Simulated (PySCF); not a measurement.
PySCF input file for C₂H₆Se, SMILES CC[SeH], IEF-PCM-PBE0/def2-SVP. Geometry: TPSSh-D3(BJ)/def2-SVP. One conformer was computed; it need not be the lowest.

```python
import numpy as np
from pyscf import gto, scf, dft
from pyscf.solvent import pcm

mol = gto.M(
    atom='''
    Se   -0.55685819   -0.21648826    0.55001972
    H    -1.52253327   -0.07674383   -0.55471006
    C     1.03049186   -0.24169685   -0.62382818
    C     1.25457546    1.05007450   -1.39745408
    H     0.94170119   -1.11199765   -1.28970640
    H     1.85866340   -0.44219383    0.07296013
    H     1.34473979    1.91023226   -0.71724251
    H     0.42084889    1.25087307   -2.08854073
    H     2.17935468    0.98016508   -1.99573730
    ''',
    basis='def2-SVP',
    charge=0,
    spin=0,
    max_memory=1600,
    verbose=3,
)
mf = dft.RKS(mol, xc='pbe0').density_fit(auxbasis='def2-universal-jkfit')
mf.grids.level = 3
mf.conv_tol = 1e-9
mf.max_cycle = 100
mf.kernel()
res = {}
for name, eps in {'water': 78.355, 'acetonitrile': 35.688, '2-propanol': 19.264}.items():
    s = mf.PCM()
    s.with_solvent.method, s.with_solvent.eps, s.with_solvent.lebedev_order = 'IEF-PCM', eps, 29
    s.kernel(mf.make_rdm1())
    res[name] = (s.e_tot, eps, s.dip_moment(), s.mo_energy, s.converged)
    print(f'{name}: electrostatic solvation free energy {(s.e_tot - mf.e_tot) * 627.509474:.3f} kcal/mol')
```

Log of the run:

```
converged SCF energy = -2480.63768341991

WARN: PCM is an experimental feature. It is still in testing.
Features and APIs may be changed in the future.

converged SCF energy = -2480.6418924964
Dipole moment(X, Y, Z, Debye):  0.96254,  0.10580, -1.78096
water: electrostatic solvation free energy -2.641 kcal/mol

WARN: PCM is an experimental feature. It is still in testing.
Features and APIs may be changed in the future.

converged SCF energy = -2480.64178109451
Dipole moment(X, Y, Z, Debye):  0.95882,  0.10700, -1.76739
acetonitrile: electrostatic solvation free energy -2.571 kcal/mol

WARN: PCM is an experimental feature. It is still in testing.
Features and APIs may be changed in the future.

converged SCF energy = -2480.64161186564
Dipole moment(X, Y, Z, Debye):  0.95299,  0.10871, -1.74691
2-propanol: electrostatic solvation free energy -2.465 kcal/mol
```

The run converged.

Cost: roughly 40 core-seconds.
